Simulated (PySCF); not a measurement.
Electron correlation in F⁻ (fluorine, charge -1)

[Ne], closed-shell 1S. All numbers are calculated (PySCF 2.14, scalar relativity by spin-free X2C-1e, in dyall-acv3z). Frozen: nothing; 10 electrons correlated; the 5 highest virtual orbitals of each spin left out.

```json
{"level": "CCSD", "correlation energy (mhartree)": "-352.24"}
{"level": "(T)", "correlation energy (mhartree)": "-11.07"}
{"level": "CCSD(T)", "correlation energy (mhartree)": "-363.31"}
```

Diagnostics: T1 = 0.019, D1 = 0.0338, largest double amplitude 0.033.

Cost of the coupled-cluster step: about 6 core-seconds, for 10 correlated electrons.

Iterations:

```
CC2 = 0
CCSD nocc = 5, nmo = 71
frozen orbitals [71, 72, 73, 74, 75]
max_cycle = 100
direct = 0
conv_tol = 1e-08
conv_tol_normt = 1e-06
diis_space = 8
diis_start_cycle = 0
Init t2, MP2 energy = -99.9046149770267  E_corr(MP2) -0.358576351792282
Init E_corr(CCSD) = -0.358576351794574
cycle = 1  E_corr(CCSD) = -0.343038779461514  dE = 0.0155375723  norm(t1,t2) = 0.0627435
cycle = 2  E_corr(CCSD) = -0.353612433669041  dE = -0.0105736542  norm(t1,t2) = 0.0304352
cycle = 3  E_corr(CCSD) = -0.351960792114177  dE = 0.00165164155  norm(t1,t2) = 0.0256735
cycle = 4  E_corr(CCSD) = -0.352016097477304  dE = -5.53053631e-05  norm(t1,t2) = 0.00530983
cycle = 5  E_corr(CCSD) = -0.352276894187035  dE = -0.00026079671  norm(t1,t2) = 0.00168446
cycle = 6  E_corr(CCSD) = -0.35228194255662  dE = -5.04836958e-06  norm(t1,t2) = 0.000459319
cycle = 7  E_corr(CCSD) = -0.352242612070694  dE = 3.93304859e-05  norm(t1,t2) = 0.000121192
cycle = 8  E_corr(CCSD) = -0.352238256595672  dE = 4.35547502e-06  norm(t1,t2) = 3.86073e-05
cycle = 9  E_corr(CCSD) = -0.352240253980916  dE = -1.99738524e-06  norm(t1,t2) = 8.14176e-06
cycle = 10  E_corr(CCSD) = -0.352240205885553  dE = 4.80953627e-08  norm(t1,t2) = 1.30659e-06
cycle = 11  E_corr(CCSD) = -0.352240147559026  dE = 5.83265277e-08  norm(t1,t2) = 2.51418e-07
cycle = 12  E_corr(CCSD) = -0.352240135629059  dE = 1.19299672e-08  norm(t1,t2) = 8.53245e-08
cycle = 13  E_corr(CCSD) = -0.352240135746667  dE = -1.17608423e-10  norm(t1,t2) = 9.5577e-09
CCSD converged
E(CCSD) = -99.89827876098104  E_corr = -0.352240135746667
CCSD(T) correction = -0.0110656975662122
```
